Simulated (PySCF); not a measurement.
**How methods differ on the excitation energy of Sc⁺**

Sc⁺ [Ar] 3d1 4s1 (3D) → Sc⁺ [Ar] 3d1 4p1 (high-spin determinant), as a difference of total energies. Calculation: PySCF 2.14, in x2c-TZVPPall with one added diffuse shell each of s, p, d, f type (7s6p5d3f1g, 80 functions); the spin-free X2C one-electron Hamiltonian (Gaussian nucleus). Correlated levels: valence: [Ar] frozen; valence and next inner shell: [Ne] frozen. The calculations carry no spin-orbit coupling.

| method | excitation energy (cm⁻¹) |
| --- | --- |
| UHF | 26034 |
| LDA | 26995 |
| PBE | 25785 |
| PBE0 | 25877 |
| PW91 | 25874 |
| r2SCAN0 | 26415 |
| MN15 | 25999 |
| MP2 (valence) | 26288 |
| SCS-MP2 (valence) | 26119 |
| MP2 (valence and next inner shell) | 27962 |
| SCS-MP2 (valence and next inner shell) | 27505 |

A first-order spin-orbit estimate (lowest level to lowest level, LS coupling) adds -0.010 eV.

The determinant of the upper state mixes LS terms, which raises its energy above the lowest term, most at the Hartree-Fock and MP2 levels.
